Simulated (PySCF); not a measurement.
Cartesian coordinates (Å):
```xyz
4

Sc    -0.0001     0.0005    -0.0003
Cl    -2.1014    -0.8395    -0.1896
Cl     0.5417     1.3147     1.7705
Cl     1.5673    -0.4982    -1.5659
```
Charge 0, spin multiplicity 1.

Question: Estimate the charge on the central atom (meta-Löwdin), charge on the central atom (Mulliken), HOMO–LUMO gap, HOMO, dipole moment, total energy and LUMO that TPSSh-D3(BJ)/def2-TZVP // PBE-D3(BJ)/def2-SVP run with PySCF returns for this input.

Answer: 
```
Quantity                                          Value
----------------------------------------  -------------
charge on the central atom (meta-Löwdin)         1.24 e
charge on the central atom (Mulliken)            1.17 e
HOMO–LUMO gap                                   4.86 eV
HOMO                                           -8.53 eV
dipole moment                                    0.06 D
total energy                              -2141.6726 Ha
LUMO                                           -3.67 eV
```
